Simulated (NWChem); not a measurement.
CaCl cation; SMILES [Cl][Ca+]

```xyz
2

Ca     0.0000     0.0000    -1.0670
Cl     0.0000     0.0000     1.2545
```
Atoms are numbered in this order, from 1.

All runs: NWChem. Pople sets run with spherical d functions. The geometry was optimised at PBE0/def2-SVP. GIAO values for the isolated, static molecule; σ is the absolute isotropic shielding.

```json
[
 {"level": "B3LYP/6-31G*", "σ Ca1 (ppm)": "1323.5", "σ Cl2 (ppm)": "1015.3"},
 {"level": "Hartree-Fock/6-31G*", "σ Ca1 (ppm)": "1315.4", "σ Cl2 (ppm)": "1021.8"},
 {"level": "PBE0/pcSseg-1", "σ Ca1 (ppm)": "1177.2", "σ Cl2 (ppm)": "367.8"},
 {"level": "B3LYP/6-311G**", "σ Ca1 (ppm)": "___", "σ Cl2 (ppm)": "___"}
]
```

### Question
Fill in the missing entries.

### Answer

- B3LYP/6-311G**, σ Ca1 (ppm): 1150.8
- B3LYP/6-311G**, σ Cl2 (ppm): 441.5
